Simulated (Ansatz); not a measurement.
`O[CH2][ZnH]` and `O[CH2][Zn][SH]` differ in one atom or group.

Ansatz, PBE0-D4/def2-TZVP geometries, multiplicity 1. Each molecule was computed in one conformer, which needn't be the lowest.

Scalar relativity is left out up to krypton.

```json
{"property": "HOMO–LUMO gap (B3LYP/def2-TZVPP) / eV", "`O[CH2][ZnH]`": "5.32"}
{"property": "size of the dipole moment (ωB97M-V/def2-TZVPP) / D", "`O[CH2][ZnH]`": "1.40"}
{"property": "LUMO energy (B3LYP/def2-TZVPP) / eV", "`O[CH2][ZnH]`": "-0.99"}
{"property": "size of the dipole moment (PBE/def2-TZVPP) / D", "`O[CH2][ZnH]`": "1.26"}
{"property": "HOMO energy (ωB97M-V/def2-TZVPP) / eV", "`O[CH2][ZnH]`": "-8.75"}
{"property": "HOMO energy (B3LYP/def2-TZVPP) / eV", "`O[CH2][ZnH]`": "-6.31"}
```

Q: Give the same properties after the change, and the shifts. (Best estimate.)

A: Computed: 
```csv
property,`O[CH2][Zn][SH]`,shift
HOMO–LUMO gap (B3LYP/def2-TZVPP) / eV,5.80,0.48
size of the dipole moment (ωB97M-V/def2-TZVPP) / D,2.14,0.74
LUMO energy (B3LYP/def2-TZVPP) / eV,-0.82,0.17
size of the dipole moment (PBE/def2-TZVPP) / D,2.14,0.88
HOMO energy (ωB97M-V/def2-TZVPP) / eV,-9.02,-0.27
HOMO energy (B3LYP/def2-TZVPP) / eV,-6.62,-0.31
```

With PBE0 the HOMO falls by 0.33 eV and the LUMO rises by 0.14 eV, so the gap widens by about 0.47 eV. PBE moves the HOMO by -0.35 eV and ωB97M-V by -0.27 eV. Dipoles are sizes alone; their direction can turn.

B3LYP here is the variant with VWN-RPA as its local correlation; programs differ in this.
